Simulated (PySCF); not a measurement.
Compound: Ti(NMeEt)Cl3, C3H8Cl3NTi (singlet state).
Cartesian coordinates in Å at the PBE0-D3(BJ)/def2-SVP level; atoms count from 1:
```xyz
16
C3H8Cl3NTi angstrom
Ti     0.328    0.230   -1.989
N     -0.212    0.320   -0.263
C      0.119    1.583    0.358
C     -0.843   -0.688    0.569
C      0.146   -1.427    1.457
H     -0.798    2.113    0.673
H      0.780    1.443    1.230
H      0.651    2.238   -0.351
H     -1.623   -0.195    1.178
H     -1.355   -1.404   -0.090
H     -0.381   -2.171    2.074
H      0.891   -1.954    0.842
H      0.680   -0.745    2.135
Cl     2.519    0.444   -1.998
Cl    -0.626    1.906   -3.041
Cl    -0.309   -1.728   -2.716
```

Level of theory: PySCF 2.14.0, density-fitted response routines, TDDFT CAM-B3LYP/def2-SVPD, vertical, gas phase, core orbitals frozen in the response.

Transition dipole moments from the ground state, in atomic units and in the frame of the coordinates above (overall signs are arbitrary), for the states with f of 0.002 or more among the lowest 12:

```csv
state,E (eV),μx,μy,μz
S2,3.577,0.124,0.092,-0.332
S5,4.760,0.304,-0.114,0.046
S6,4.825,0.245,0.057,-0.947
S7,4.975,-0.102,-0.044,0.340
S8,5.042,-0.176,-0.318,0.048
S9,5.109,0.051,-0.103,0.073
S12,5.413,-0.302,0.081,-0.100
```

Task: What oscillator strength does each state have?

Result: f = (2/3) ΔE |μ|² with ΔE in hartree (27.2114 eV).

```
state  |μ|² (au)  |μ| (D)      f
   S2      0.134     0.93  0.012
   S5      0.107     0.83  0.013
   S6      0.960     2.49  0.114
   S7      0.128     0.91  0.016
   S8      0.134     0.93  0.017
   S9      0.019     0.35  0.002
  S12      0.108     0.84  0.014
```

Task: Which bond between heavy atoms lies closest to the direction of the S6 transition dipole?

Result: Ti1–N2, at 7° from it; next N2–C4 at 45°.

Task: What angle do the transition dipoles of S7 and S12 make?

Result: |cos θ| = |μa·μb| / (|μa| |μb|) = 0.06, so θ ≈ 87° (taken between 0 and 90°, since the signs are arbitrary).

Task: What peak molar absorption coefficient would the strongest computed level give as a lone Gaussian band 0.4 eV wide at half height?

Result: ε(max) = 2.175×10⁸ f / FWHM, with the width in cm⁻¹. S6: 2.175×10⁸ × 0.1135 / 3226 ≈ 7700 L mol⁻¹ cm⁻¹.
